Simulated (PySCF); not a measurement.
Ge(H)2(NH2)2 (GeH₆N₂), SMILES [NH2][GeH2][NH2]. Atoms are numbered in the order given.

```xyz
9

Ge    -0.0374     0.3379     0.0772
N      1.5860    -0.3657    -0.4283
N     -1.3354    -0.9767     0.1870
H      0.0651     0.9050     1.5060
H     -0.3216     1.4578    -0.9558
H      1.8122    -1.2551     0.0146
H      1.7080    -0.4645    -1.4343
H     -2.1227    -0.7471     0.7917
H     -1.6994    -1.3130    -0.7030
```
Charge 0, spin multiplicity 1.

Geometry optimised at B3LYP-D3(BJ)/def2-SVP. One conformer was computed; it need not be the lowest.

The numbers are results of KT2/pcSseg-1 (PySCF), not measurements.

GIAO shieldings, no solvent; atoms listed in one row are averaged. δ = σ(ref) − σ: ⁷³Ge against GeH4 (σ = 1669.3 ppm); ¹⁵N against NH3 (σ = 266.2 ppm); ¹H against TMS (σ = 31.47 ppm), references at their B3LYP-D3(BJ)/def2-TZVP geometries, non-relativistic.

Computed chemical shifts:
```csv
nucleus,atoms,count,δ (ppm)
⁷³Ge,Ge1,1,309.8
¹⁵N,N3,1,29.0
¹⁵N,N2,1,26.3
¹H,H5,1,5.79
¹H,H4,1,5.21
¹H,H7,1,0.78
¹H,H8,1,0.43
¹H,H6,1,0.37
¹H,H9,1,0.23
```
